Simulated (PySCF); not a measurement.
# Electron correlation in P²⁺ (phosphorus, charge +2)

[Ne] 3s1 3p2, high-spin 4P determinant (an excited configuration). All numbers are calculated (PySCF 2.14, no relativity, point nucleus, in dyall-acv3z). Frozen: 1s2; 11 electrons correlated; the 15 highest virtual orbitals of each spin left out.

MP2 pair energies summed by pair of shells (mhartree):

```csv
pair,energy,share (%)
2p-2p,-189.19,62.3
2s-2p,-60.88,20.1
2p-3p,-18.02,5.9
2s-2s,-9.98,3.3
2p-3s,-9.85,3.2
3p-3p,-6.92,2.3
3s-3p,-4.12,1.4
2s-3p,-3.03,1.0
2s-3s,-1.61,0.5
```

Total MP2 correlation energy: -303.59 mhartree.

Same-spin part -89.69 and opposite-spin part -213.90 mhartree; SCS-MP2 scales them by 1/3 and 6/5 to -286.58 mhartree.
